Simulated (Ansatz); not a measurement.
A short molecular-dynamics run on Mg₂O₃H₂.

```yaml
crystal:
  periodic: [false, false, false]
  atoms:
    - {symbol: Mg, position_ang: [0.471126, 0.718667, -0.844842]}
    - {symbol: Mg, position_ang: [0.127830, -0.805871, 0.886868]}
    - {symbol: O, position_ang: [1.774386, -0.257628, 0.125021]}
    - {symbol: O, position_ang: [-0.793333, -0.861693, -0.915942]}
    - {symbol: O, position_ang: [-0.634066, 1.069415, 0.815664]}
    - {symbol: H, position_ang: [-0.611089, -1.590605, -1.521482]}
    - {symbol: H, position_ang: [-0.334854, 1.727705, 1.454714]}
basis:
  gaussian: {orbitals: def2-SVP}
hamiltonian: {xc: {name: r2SCAN}, dispersion: d3bj}
md: {timestep: 0.5 fs, n_steps: 15, ensemble: nvt_langevin, temperature: 700, initial_velocities: maxwell_boltzmann, friction: 0.01, seed: 518}
scf: {omitted_lower_state_checks: [starts]}
```

```sh
$ ansatz run in.yaml --threads 4 --pin off --events-out ev --progress --plain --max-ram 3916MiB
```

```
step  time (fs)  potential energy (eV)  kinetic (eV)  T (K)
   0        0.0            -17052.7121        0.5429    600
   1        0.5            -17052.6982        0.5135    567
   2        1.0            -17052.6638        0.4519    499
   3        1.5            -17052.6247        0.4457    493
   4        2.0            -17052.6007        0.4038    446
   5        2.5            -17052.5990        0.3832    424
   6        3.0            -17052.6157        0.4040    447
   7        3.5            -17052.6379        0.4238    468
   8        4.0            -17052.6521        0.4002    442
   9        4.5            -17052.6498        0.3752    415
  10        5.0            -17052.6288        0.3312    366
  11        5.5            -17052.5900        0.3227    357
  12        6.0            -17052.5438        0.2944    325
  13        6.5            -17052.5101        0.2604    288
  14        7.0            -17052.5032        0.2495    276
  15        7.5            -17052.5214        0.2570    284
```

Velocities are drawn at the set temperature; a run this short doesn't reach equilibrium. Under Langevin dynamics the printed temperature counts 3N degrees of freedom, so it starts below the set value.

Frames (Å, forces in eV/Å):

```xyz
7
time=0.0 fs
Mg    0.471    0.719   -0.845    0.001   -0.002    0.002
Mg    0.128   -0.806    0.887    0.001    0.002   -0.002
O     1.774   -0.258    0.125   -0.001   -0.001   -0.001
O    -0.793   -0.862   -0.916   -0.003   -0.003   -0.003
O    -0.634    1.069    0.816   -0.002    0.003    0.003
H    -0.611   -1.591   -1.521    0.003    0.007    0.006
H    -0.335    1.728    1.455    0.001   -0.007   -0.006
7
time=0.5 fs
Mg    0.470    0.721   -0.847    0.058   -0.074    0.073
Mg    0.127   -0.808    0.886    0.009    0.027    0.006
O     1.776   -0.260    0.130   -0.054    0.040   -0.061
O    -0.795   -0.860   -0.913   -0.138    0.591    0.475
O    -0.633    1.069    0.811    0.252    0.600    0.570
H    -0.607   -1.580   -1.504    0.144   -0.617   -0.519
H    -0.312    1.735    1.458   -0.270   -0.567   -0.543
7
time=1.0 fs
Mg    0.469    0.723   -0.850    0.112   -0.144    0.138
Mg    0.126   -0.809    0.885    0.014    0.048    0.018
O     1.777   -0.264    0.135   -0.102    0.080   -0.120
O    -0.797   -0.859   -0.909   -0.273    1.126    0.897
O    -0.632    1.068    0.807    0.477    1.082    1.023
H    -0.604   -1.571   -1.489    0.283   -1.180   -0.987
H    -0.291    1.741    1.460   -0.510   -1.012   -0.968
7
time=1.5 fs
Mg    0.468    0.726   -0.852    0.165   -0.211    0.199
Mg    0.125   -0.810    0.885    0.018    0.064    0.035
O     1.778   -0.267    0.140   -0.146    0.121   -0.179
O    -0.799   -0.857   -0.906   -0.372    1.474    1.156
O    -0.630    1.068    0.803    0.660    1.445    1.353
H    -0.600   -1.565   -1.476    0.382   -1.556   -1.292
H    -0.271    1.746    1.460   -0.708   -1.338   -1.272
7
time=2.0 fs
Mg    0.467    0.727   -0.854    0.214   -0.274    0.259
Mg    0.124   -0.811    0.884    0.019    0.079    0.055
O     1.779   -0.270    0.145   -0.181    0.162   -0.236
O    -0.801   -0.855   -0.902   -0.402    1.527    1.171
O    -0.629    1.067    0.800    0.785    1.653    1.536
H    -0.596   -1.564   -1.466    0.407   -1.638   -1.357
H    -0.253    1.747    1.457   -0.842   -1.510   -1.428
7
time=2.5 fs
Mg    0.466    0.729   -0.857    0.257   -0.330    0.314
Mg    0.123   -0.812    0.884    0.019    0.092    0.077
O     1.780   -0.274    0.151   -0.213    0.199   -0.287
O    -0.803   -0.852   -0.897   -0.361    1.306    0.965
O    -0.628    1.067    0.797    0.840    1.704    1.575
H    -0.589   -1.565   -1.460    0.357   -1.446   -1.204
H    -0.237    1.743    1.452   -0.898   -1.525   -1.440
7
time=3.0 fs
Mg    0.466    0.731   -0.859    0.297   -0.383    0.365
Mg    0.122   -0.814    0.883    0.019    0.106    0.098
O     1.781   -0.277    0.156   -0.244    0.235   -0.336
O    -0.805   -0.850   -0.893   -0.258    0.878    0.600
O    -0.626    1.067    0.795    0.809    1.604    1.467
H    -0.579   -1.570   -1.455    0.245   -1.048   -0.891
H    -0.225    1.737    1.443   -0.867   -1.391   -1.304
7
time=3.5 fs
Mg    0.465    0.733   -0.861    0.332   -0.435    0.414
Mg    0.121   -0.815    0.883    0.018    0.119    0.119
O     1.782   -0.281    0.161   -0.270    0.268   -0.382
O    -0.807   -0.847   -0.889   -0.115    0.347    0.163
O    -0.625    1.068    0.793    0.694    1.364    1.223
H    -0.567   -1.577   -1.452    0.090   -0.549   -0.506
H    -0.215    1.727    1.430   -0.748   -1.114   -1.031
7
time=4.0 fs
Mg    0.464    0.734   -0.863    0.363   -0.484    0.456
Mg    0.120   -0.816    0.883    0.017    0.131    0.138
O     1.782   -0.284    0.165   -0.293    0.299   -0.423
O    -0.809   -0.844   -0.885    0.043   -0.195   -0.272
O    -0.623    1.068    0.791    0.498    1.006    0.866
H    -0.555   -1.585   -1.449   -0.082   -0.040   -0.124
H    -0.207    1.714    1.415   -0.546   -0.718   -0.642
7
time=4.5 fs
Mg    0.463    0.735   -0.865    0.390   -0.530    0.496
Mg    0.118   -0.817    0.882    0.018    0.141    0.154
O     1.783   -0.287    0.169   -0.317    0.328   -0.459
O    -0.811   -0.842   -0.881    0.201   -0.699   -0.664
O    -0.621    1.068    0.790    0.234    0.566    0.425
H    -0.543   -1.594   -1.445   -0.254    0.433    0.220
H    -0.199    1.700    1.399   -0.273   -0.239   -0.171
7
time=5.0 fs
Mg    0.462    0.736   -0.866    0.414   -0.574    0.531
Mg    0.117   -0.818    0.882    0.021    0.153    0.167
O     1.783   -0.290    0.174   -0.339    0.353   -0.492
O    -0.812   -0.839   -0.878    0.343   -1.134   -0.991
O    -0.620    1.068    0.789   -0.100    0.052   -0.084
H    -0.532   -1.602   -1.442   -0.409    0.837    0.502
H    -0.192    1.687    1.382    0.070    0.312    0.367
7
time=5.5 fs
Mg    0.461    0.737   -0.868    0.438   -0.611    0.562
Mg    0.115   -0.819    0.882    0.023    0.164    0.182
O     1.783   -0.293    0.178   -0.361    0.376   -0.522
O    -0.814   -0.836   -0.875    0.464   -1.487   -1.247
O    -0.619    1.068    0.788   -0.490   -0.507   -0.631
H    -0.522   -1.609   -1.438   -0.543    1.159    0.714
H    -0.186    1.674    1.366    0.469    0.906    0.942
7
time=6.0 fs
Mg    0.460    0.738   -0.870    0.462   -0.643    0.594
Mg    0.114   -0.820    0.882    0.021    0.173    0.203
O     1.784   -0.295    0.183   -0.382    0.399   -0.557
O    -0.815   -0.834   -0.872    0.556   -1.721   -1.414
O    -0.618    1.068    0.786   -0.857   -1.000   -1.110
H    -0.512   -1.613   -1.432   -0.644    1.361    0.836
H    -0.181    1.663    1.353    0.845    1.432    1.447
7
time=6.5 fs
Mg    0.458    0.738   -0.872    0.485   -0.669    0.626
Mg    0.113   -0.820    0.882    0.016    0.182    0.226
O     1.784   -0.297    0.188   -0.399    0.418   -0.593
O    -0.817   -0.832   -0.869    0.595   -1.780   -1.455
O    -0.617    1.068    0.785   -1.102   -1.290   -1.394
H    -0.502   -1.612   -1.424   -0.688    1.384    0.833
H    -0.173    1.656    1.342    1.093    1.754    1.757
7
time=7.0 fs
Mg    0.457    0.738   -0.874    0.505   -0.692    0.657
Mg    0.111   -0.821    0.882    0.014    0.194    0.246
O     1.784   -0.299    0.192   -0.418    0.432   -0.627
O    -0.819   -0.831   -0.867    0.570   -1.646   -1.360
O    -0.615    1.068    0.783   -1.141   -1.281   -1.394
H    -0.494   -1.606   -1.413   -0.660    1.217    0.696
H    -0.163    1.652    1.336    1.131    1.777    1.782
7
time=7.5 fs
Mg    0.456    0.738   -0.876    0.521   -0.712    0.683
Mg    0.110   -0.822    0.882    0.013    0.199    0.264
O     1.784   -0.301    0.197   -0.432    0.440   -0.659
O    -0.821   -0.830   -0.865    0.465   -1.306   -1.123
O    -0.614    1.067    0.780   -0.957   -0.968   -1.110
H    -0.490   -1.596   -1.401   -0.545    0.849    0.423
H    -0.151    1.651    1.336    0.934    1.498    1.522
```

Hardware: 4 threads of AMD EPYC 9B14 on a shared host. Wall time 17 s.
